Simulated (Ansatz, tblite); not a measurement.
Removing and adding an electron: In4As4H14, a cluster cut from wurtzite InAs (hydrogen-capped). The state is a singlet with charge 0. Geometry: PBE-D4/def2-SVP. Ansatz, gas phase; energy differences of separate SCF runs; the oxidised species was run as a doublet alone; the reduced species was run as a doublet alone.

Cartesian coordinates in Å:
```
In 0.089 -1.488 2.696
As 0.973 1.120 2.172
In 1.232 -2.276 -1.672
As -0.702 -1.930 0.164
As 1.972 0.427 -1.690
In 0.859 2.365 -0.203
In -2.937 -0.672 -0.646
As -1.711 1.845 -0.773
H 1.580 -2.314 3.039
H -1.275 -1.205 3.736
H 2.418 1.329 2.623
H 0.365 2.130 3.143
H 2.633 -3.028 -0.969
H 0.557 -2.479 -3.261
H -1.225 -3.366 0.286
H 3.471 0.604 -1.454
H 1.974 1.007 -3.104
H 1.451 3.991 -0.341
H -4.051 -0.466 0.673
H -3.266 -0.999 -2.321
H -2.481 2.891 0.032
H -1.927 2.513 -2.130
```

In the def2 sets In takes a core potential; there is no spin–orbit coupling. The xTB rows come from tblite. Single mean-field runs in def2-TZVP are fitted with def2-universal-jkfit.

```csv
level,−HOMO (eV),vertical IE (eV),−LUMO (eV),vertical EA (eV),HOMO–LUMO gap (eV),IE − EA (eV),remarks
GFN1-xTB,9.86,11.54,6.42,4.88,3.45,6.66,–
PBE0-D4/def2-TZVP,6.95,8.28,1.45,0.42,5.51,7.87,HOMO above zero (-1 doublet)
```

Q: Estimate the rows for GFN2-xTB, PBE-D4/def2-TZVP.

A: 
```tsv
level	−HOMO (eV)	vertical IE (eV)	−LUMO (eV)	vertical EA (eV)	HOMO–LUMO gap (eV)	IE − EA (eV)	remarks
GFN2-xTB	10.33	12.05	6.85	5.18	3.48	6.87	–
PBE-D4/def2-TZVP	6.00	–	2.19	0.68	3.80	–	HOMO above zero (-1 doublet)
```

Run but left out: PBE-D4/def2-TZVP (charge +1 doublet: an occupied level 0.08 eV above an empty one).   A HOMO above zero means that the electron is unbound at that level or that self-interaction error raises the level; the energy of removing that electron tells which. Raw xTB energy differences between charge states are shifted by several eV; the methods need an empirical correction for them. Sets without diffuse functions give affinities that are too small.
